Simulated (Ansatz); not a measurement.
Input file for Ansatz (an electronic-structure program): U-CCSD(T)/cc-pV(T+d)Z on SiS, a point of a bond scan (R = 3.392 Å). Files ending in .json are basis or fitting sets from the Basis Set Exchange.

Ansatz 0.2 input:
```yaml
crystal:
  periodic: [false, false, false]
  atoms:
    - {symbol: Si, position_ang: [-0.00000000, -0.00000000, -1.03360590]}
    - {symbol: S, position_ang: [0.00000000, 0.00000000, 2.35791346]}
basis:
  gaussian:
    orbitals: cc-pV_T+d_Z.json
correlation: {method: ccsd_t, electrons: outside_noble_gas}
scf: {omitted_lower_state_checks: [cluster_reference]}
magnetization: {spin_polarized: true, initial_magnetization: 0}
```

Program output:

```
WARN ansatz: RAYON_NUM_THREADS=1 ignored (pool sized by the plan → 1); use --threads N
Functional definition: HF
these checks for a lower state are left out or cut short: cluster_reference
integrals: 0.08 GiB planned
466 factors; integrals over basis functions are off by at most 1.3e-3 eV
mean field: 0.15 GiB planned
mean field evaluation 1: about -18662.1069 eV, gradient 2.6e1 eV
mean field evaluation 2: about -18662.1081 eV, gradient 2.6e1 eV
mean field evaluation 4: about -18672.1673 eV, gradient 6.9e0 eV
mean field evaluation 8: about -18673.9962 eV, gradient 1.6e0 eV
mean field evaluation 16: about -18674.1378 eV, gradient 8.4e-6 eV
mean field evaluation 32: about -18676.3404 eV, gradient 1.7e-1 eV
mean field evaluation 64: about -18674.9579 eV, gradient 1.9e0 eV
mean field evaluation 96: about -18677.1216 eV, gradient 1.0e0 eV
mean field evaluation 128: about -18671.8946 eV, gradient 1.8e1 eV
mean field evaluation 160: about -18676.8824 eV, gradient 6.4e-3 eV
mean field evaluation 192: about -18677.0794 eV, gradient 4.4e-1 eV
mean field evaluation 224: about -18676.9545 eV, gradient 1.3e0 eV
mean field evaluation 256: about -18676.6482 eV, gradient 4.7e-1 eV
mean field evaluation 288: about -18677.1265 eV, gradient 1.3e-1 eV
mean field evaluation 320: about -18677.1320 eV, gradient 1.1e-1 eV
mean field evaluation 352: about -18677.1255 eV, gradient 2.3e-1 eV
mean field evaluation 384: about -18677.0712 eV, gradient 9.9e-5 eV
mean field evaluation 416: about -18677.1277 eV, gradient 4.0e-1 eV
mean field evaluation 448: about -18676.3094 eV, gradient 3.0e-3 eV
mean field evaluation 480: about -18674.1378 eV, gradient 5.5e-4 eV
mean field -18677.13215491 eV, -686.3719468782 hartree, gradient 4.0e-6 eV, S^2 1.860381; 28 other end points of the search recorded, 0 dependent functions left out
10 core orbitals not correlated
reference -18677.13215491 eV, -686.3719468782 hartree; 5, 5 occupied and 63, 63 virtual orbitals, 466 factors
second order -4.93199247 eV of doubles, -0.00000000 eV of singles
coupled cluster: 0.21 GiB planned
cycle   1  -5.72875967 eV  change   -8.0e-1 eV  update   8.3e-2
cycle   2  -6.04475011 eV  change   -3.2e-1 eV  update   3.6e-2
cycle   3  -6.08264300 eV  change   -3.8e-2 eV  update   2.4e-2
cycle   4  -6.10765134 eV  change   -2.5e-2 eV  update   1.9e-2
cycle   5  -6.12648315 eV  change   -1.9e-2 eV  update   1.2e-2
cycle   6  -6.13948527 eV  change   -1.3e-2 eV  update   6.0e-3
cycle   7  -6.14185850 eV  change   -2.4e-3 eV  update   2.8e-3
cycle   8  -6.14375245 eV  change   -1.9e-3 eV  update   1.6e-3
cycle   9  -6.14472184 eV  change   -9.7e-4 eV  update   1.0e-3
cycle  10  -6.14462134 eV  change    1.0e-4 eV  update   5.4e-4
cycle  11  -6.14477893 eV  change   -1.6e-4 eV  update   3.2e-4
cycle  12  -6.14492044 eV  change   -1.4e-4 eV  update   2.1e-4
cycle  13  -6.14491776 eV  change    2.7e-6 eV  update   1.3e-4
cycle  14  -6.14484844 eV  change    6.9e-5 eV  update   6.0e-5
cycle  15  -6.14480564 eV  change    4.3e-5 eV  update   3.2e-5
cycle  16  -6.14480408 eV  change    1.6e-6 eV  update   2.2e-5
cycle  17  -6.14482052 eV  change   -1.6e-5 eV  update   1.4e-5
cycle  18  -6.14482779 eV  change   -7.3e-6 eV  update   5.1e-6
coupled cluster: 0.21 GiB planned
perturbative correction -0.28080009 eV, -0.0103192130 hartree
Total energy: -18683.55778280 eV, -686.6080843476 hartree
Checks for a lower state left out: cluster_reference
```

The run converged. Its determinant has ⟨S²⟩ = 1.86, a mixture of spin states.

Cost: around 9 core-seconds (rough).
